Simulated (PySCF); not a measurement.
Spectra and structures to be paired. Computed with TDDFT CAM-B3LYP/def2-SVPD, vertical, gas phase, core orbitals frozen in the response (PySCF 2.14.0, density-fitted response routines). Geometries: GFN2-xTB; one conformer of each isolated species. Triplets are in the Tamm–Dancoff approximation. Ions are computed without counter-ions or solvent.

A. `[SiH3]C1=NN=NC=C1`
B. `[SiH3]CCc1nccs1`
C. `C#CC1=C[NH+]=C(F)C=C1`
D. `CC1=C(N[SiH3])C=CS1`
E. `COC(=O)[SiH2]F`

Lowest singlet levels (six at most, fewer where fewer were computed) with oscillator strengths:

1. 250 nm (f 0.004); 173 nm (f 0.021); 167 nm (f 0.036); 163 nm (f 0.001); 159 nm (f 0.041); 156 nm (f 0.019); T1 4.30 eV
2. 252 nm (f 0.043); 251 nm (f 0.085); 230 nm (f 0.005); 210 nm (f 0.067); 209 nm (f 0.001); 206 nm (f 0.000); T1 3.40 eV
3. 225 nm (f 0.001); 221 nm (f 0.125); 206 nm (f 0.003); 193 nm (f 0.033); 182 nm (f 0.003); 178 nm (f 0.001); T1 3.80 eV
4. 350 nm (f 0.005); 333 nm (f 0.000); 298 nm (f 0.001); 291 nm (f 0.005); 207 nm (f 0.010); 186 nm (f 0.047); T1 2.59 eV
5. 282 nm (f 0.070); 249 nm (f 0.000); 242 nm (f 0.008); 241 nm (f 0.230); 204 nm (f 0.190); 188 nm (f 0.000); T1 3.28 eV

Question: Match each spectrum to its molecule.

Answer: 1 = E, 2 = D, 3 = B, 4 = A, 5 = C.
- A: S1 at 3.54 eV, HOMO→LUMO (52%), HOMO→LUMO+1 (46%); Löwdin shares by element: HOMO nitrogen 86%, carbon 5% or more; LUMO carbon 38% or more, nitrogen 34% or more (atoms not listed hold the other 28%); HOMO -8.51 and LUMO -0.89 eV.
- B: S1 at 5.52 eV, HOMO-1→LUMO (83%), HOMO-5→LUMO (10%); Löwdin shares by element: HOMO carbon 65% or more, sulfur 13% (atoms not listed hold the other 22%); LUMO carbon 40% or more, sulfur 24%, nitrogen 13% (atoms not listed hold the other 23%); HOMO -8.48 and LUMO 0.15 eV.
- C: S1 at 4.39 eV, HOMO→LUMO (95%); Löwdin shares by element: HOMO carbon 77% or more (atoms not listed hold the other 23%); LUMO carbon 54% or more, nitrogen 18% (atoms not listed hold the other 28%); HOMO -13.13 and LUMO -6.06 eV; point group Cs, 2 of its 6 listed states under f = 0.0005.
- D: S1 at 4.93 eV, HOMO→LUMO+1 (56%), HOMO→LUMO (34%); Löwdin shares by element: HOMO carbon 38% or more, nitrogen 22%, sulfur 13% (atoms not listed hold the other 28%); LUMO carbon 52% or more, sulfur 21% (atoms not listed hold the other 26%); HOMO -6.87 and LUMO 0.87 eV; point group Cs, 1 of its 6 listed states under f = 0.0005.
- E: S1 at 4.96 eV, HOMO→LUMO (87%), HOMO→LUMO+2 (8%); Löwdin shares by element: HOMO oxygen 64%, carbon 15% or more, silicon 10%; LUMO oxygen 31%, silicon 25%, carbon 25% or more (atoms not listed hold the other 19%); HOMO -9.53 and LUMO -0.09 eV.
D and E have S1 within 0.03 eV of each other; their strongest listed levels stand at 4.93 eV (f 0.085) and 7.78 eV (f 0.041).
